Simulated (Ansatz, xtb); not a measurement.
# Relative energy of two isomers of C3H8OSi3

We compare X, `C#C[SiH](C=O)[SiH2][SiH3]`, a singlet, with Y, `C#C[SiH2][SiH2][SiH2]C=O`, a singlet. Both are isolated molecules in the gas phase, relaxed with B3LYP-D3(BJ)/def2-SVP; each stands in its lowest conformer found.

Question: Estimate which is lower in electronic energy at CCSD(T)/def2-SVP + ΔMP2/def2-TZVPP, and by roughly how much.

Answer: CCSD(T)/def2-SVP + ΔMP2/def2-TZVPP gives E(Y) − E(X) = +0.010 eV, slightly favouring structure X, which is too small a margin to settle the true order.

Level by level:

| level | geometry | E(Y) − E(X) (eV) | departure from the last row (eV) | job, with rough time for the two |
| --- | --- | --- | --- | --- |
| GFN2-xTB | GFN2-xTB | +0.034 | +0.024 | optimisation, 3.2 s |
| HF/STO-3G | GFN2-xTB | −0.042 | −0.052 | single point, 2.3 s |
| r2SCAN-D4/def2-SVP | GFN2-xTB | −0.019 | −0.029 | single point, 13 s |
| B3LYP-D3(BJ)/def2-SVP | B3LYP-D3(BJ)/def2-SVP | +0.012 | +0.002 | optimisation, 9.1 min |
| HF/def2-SVP | B3LYP-D3(BJ)/def2-SVP | +0.038 | +0.028 | part of the CCSD(T) run |
| MP2/def2-SVP | B3LYP-D3(BJ)/def2-SVP | +0.008 | −0.001 | part of the CCSD(T) run |
| CCSD(T)/def2-SVP | B3LYP-D3(BJ)/def2-SVP | +0.010 | 0.000 | single point |
| CCSD(T)/def2-SVP + ΔMP2/def2-TZVPP | B3LYP-D3(BJ)/def2-SVP | +0.010 |  | single point, 4.5 min |

As drawn, both hold the same kinds of bond in the same numbers.

The largest departure from CCSD(T)/def2-SVP + ΔMP2/def2-TZVPP is that of HF/STO-3G, 0.052 eV. The last row adds to CCSD(T) the change of the MP2 difference between the two basis sets, here 0.000 eV.

With thermal terms from frequencies at re-optimised GFN2-xTB minima (ideal gas, soft modes damped towards free rotors, one conformer each, 298.15 K, 1 atm): on the last row, ΔE + ΔZPE = −0.003, ΔH = +0.001, ΔG = −0.009 eV.

The correlated steps freeze 19 core orbitals. Programs: Ansatz 0.2.0, xtb 6.7.1; the last row on 2 threads of Intel(R) Xeon(R) Processor @ 2.50GHz (Skylake/Cascade Lake) on a shared host.
